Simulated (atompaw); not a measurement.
Er: one change to a PAW (atompaw) potential, before and after

```json
{
  "Element": "Er",
  "Generator": "atompaw 4.2.0.5",
  "Type": "PAW",
  "Functional": "LDA (PW92)",
  "Relativity": "scalar-relativistic",
  "Frozen core": "[Kr] 4d10 4f11",
  "Valence charge": "11",
  "Reference configuration": "5s2 5p6 5d1 6s2 6p0",
  "Partial waves": "5s (bound); 6s (bound); 5p (bound); 6p (bound, empty); 5d (bound); 5d channel at 1.45 Ry; 5f channel at 0.05 Ry",
  "Local potential": "troulliermartins scheme with l = 4 at 0 Ry, radius 2.25 bohr",
  "Core correction": "smooth core density matched at 1.95 bohr",
  "Augmentation charge": "besselshape compensation charge, radius 1.90 bohr; PAW radius 2.45 bohr; waves and projectors: bloechl"
}
```

Change: functional PBE; added wave 5f channel at 2 Ry.

Cutoffs: the cutoffs (Ry, on a coarse ladder) from which the occupation-weighted sum of valence levels, in a spherical-Bessel basis at the reference potential, stays within 10 and 1 mRy of its value at 400 Ry; they do not see the model core or the augmentation charge, which bear on the density cutoff.

Question: What does the change do?

Answer: The potential gets neither clearly harder nor softer (30 Ry and 45 Ry → 30 Ry and 45 Ry); a bound ghost appears in f, which as a rule spoils a file; the range in which the f phases agree widens (upper end 0.5 → at the end of the scan).

| quantity | base | changed |
| --- | --- | --- |
| cutoff, loose | 30 Ry | 30 Ry |
| cutoff, tight | 45 Ry | 45 Ry |
| bound ghosts | none | f |
| s: phases at 2.46 bohr within 0.05 rad from the reference energy up to (Ry; the scan ends near 5) | 4.0 | 4.0 |
| p: phases at 2.46 bohr within 0.05 rad from the reference energy up to (Ry; the scan ends near 5) | to the end of the scan | to the end of the scan |
| d: phases at 2.46 bohr within 0.05 rad from the reference energy up to (Ry; the scan ends near 5) | to the end of the scan | to the end of the scan |
| f: phases at 2.46 bohr within 0.05 rad from the reference energy up to (Ry; the scan ends near 5) | 0.5 | to the end of the scan |
| lowest overlap eigenvalue by channel | s 0.48, p 0.71, d 0.89, f 1.00 | s 0.47, p 0.71, d 0.88, f 0.68 |

 A true bound ghost makes a file unfit for plane-wave use even where its test errors are small: the radial tests pick states by their node count and pass the ghost by. The cutoffs see the waves, projectors and local potential, not the compensation charge or the core.
